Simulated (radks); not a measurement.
The numbers below are computed, except where a source is named.
Problem. Pm33+, configuration [Ar] 3d10. Code: a radial shooting solver on a logarithmic mesh with Libxc functionals. Model: Dirac Kohn-Sham, PBE, spin-unpolarised, spherical densities, point nucleus. Some entries of the table are withheld. Estimate them.

orbital  occ.  eigenvalue (eV)  r(max) (bohr)
1s1/2       2        -46282.70        0.01478
2s1/2       2        -8575.067        0.08384
2p1/2       2              (1)        0.06360
2p3/2       4              (2)        0.06912
3s1/2       2        -2784.096         0.2364
3p1/2       2        -2622.620         0.2231
3p3/2       4        -2504.254         0.2345
3d3/2       4        -2228.853         0.1862
3d5/2       6        -2202.644         0.1894
4s1/2       0              (3)         0.5076
4p1/2       0        -1268.969            (4)
4p3/2       0        -1230.820            (5)

Solution. 
(1) 2p1/2 eigenvalue (eV): -8194.667
(2) 2p3/2 eigenvalue (eV): -7631.276
(3) 4s1/2 eigenvalue (eV): -1335.200
(4) 4p1/2 r(max) (bohr): 0.5053
(5) 4p3/2 r(max) (bohr): 0.5231
